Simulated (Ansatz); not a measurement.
CH$_{6}$AlOSi, charge +2, doublet, at a GFN2-xTB geometry of the parent state (such geometries of metal compounds can be far from the true shape) (a state made from the parent by changing its charge; the spin is typed, not shown lowest); R2SCAN/6-31G in Ansatz (an electronic-structure program).

Here is a job for Ansatz.
Ansatz 0.2 input:
```yaml
crystal:
  periodic: [false, false, false]
  atoms:
    - {symbol: Al, position_ang: [-0.47071710, -0.07925840, 1.20689086]}
    - {symbol: C, position_ang: [-1.66410278, 1.47606192, 1.74381389]}
    - {symbol: H, position_ang: [-2.00164486, 1.33202999, 2.77333061]}
    - {symbol: H, position_ang: [-2.55433106, 1.55850102, 1.11438453]}
    - {symbol: H, position_ang: [-1.14545163, 2.43760877, 1.69916979]}
    - {symbol: O, position_ang: [0.33501450, -0.36419239, -0.24921873]}
    - {symbol: Si, position_ang: [1.09080122, -0.59200252, -1.68471438]}
    - {symbol: H, position_ang: [0.11964224, -1.23084909, -2.57298000]}
    - {symbol: H, position_ang: [2.24456419, -1.45129806, -1.41839615]}
    - {symbol: H, position_ang: [1.48982712, 0.72956961, -2.16822233]}
basis:
  gaussian:
    orbitals: 6-31G
hamiltonian:
  xc: r2scan
total_charge: 2
magnetization: {spin_polarized: false, initial_magnetization: 1}
```

### Question
What does Ansatz print? Leave out banner, timings and long lists.

### Answer

```
Functional definition: r2SCAN
672 factors; integrals over basis functions are off by at most 2.1e-4 eV
mean field evaluation 1: about -17594.8672 eV, gradient 1.2e2 eV
mean field evaluation 2: about -17594.8396 eV, gradient 1.2e2 eV
mean field evaluation 4: about -17614.4715 eV, gradient 6.3e1 eV
mean field evaluation 8: about -17628.5612 eV, gradient 9.3e0 eV
mean field evaluation 16: about -17628.8836 eV, gradient 4.5e-1 eV
mean field evaluation 32: about -17628.9131 eV, gradient 9.3e-5 eV
mean field evaluation 64: about -17627.8745 eV, gradient 8.2e0 eV
mean field evaluation 96: about -17590.1414 eV, gradient 3.8e1 eV
mean field evaluation 128: about -17627.8217 eV, gradient 1.3e1 eV
mean field -17628.95207358 eV, -647.8520393712 hartree, gradient 3.0e-6 eV, S^2 0.750000; 16 other end points of the search recorded, 0 dependent functions left out
reference -17628.95208921 eV, -647.8520399455 hartree; 23, 22 occupied and 33, 34 virtual orbitals, 672 factors
Total energy: -17628.95208921 eV, -647.8520399455 hartree
```
